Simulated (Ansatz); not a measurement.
```csv
atom,x (Å),y (Å),z (Å)
C,0.0000,0.0000,0.0000
N,0.0000,0.0000,2.9250
```

Basis set: pcseg-2 (spherical functions). Charge 0, multiplicity 2.

Computed with Ansatz (development build ahead of 0.2.0); each method stands on the lowest determinant of its kind that the runs found. Restricted functionals stand beside restricted open-shell atoms, which can lie above the unrestricted atoms usual in DFT and then raise those values.

Give the atomization energy at this shape (free ground-state atoms in the same class of orbitals less the molecule, no zero-point energy) of doublet CN by PBE (unrestricted), PBE0 (restricted open-shell), ROHF.

```tsv
method	atomization energy
PBE (unrestricted)	18.9 kJ/mol
PBE0 (restricted open-shell)	-391.5 kJ/mol
ROHF	-559.2 kJ/mol
```

Caution: the shape is not the minimum. Caution for PBE (unrestricted), PBE0 (restricted open-shell): charge can spread falsely over distant fragments. Caution for PBE (unrestricted): the unrestricted determinant is a mixture of spin states. Caution for PBE0 (restricted open-shell), ROHF: stretched shape with no unrestricted run beside it, a lower state can exist; the molecule lies well above its atoms at this level.
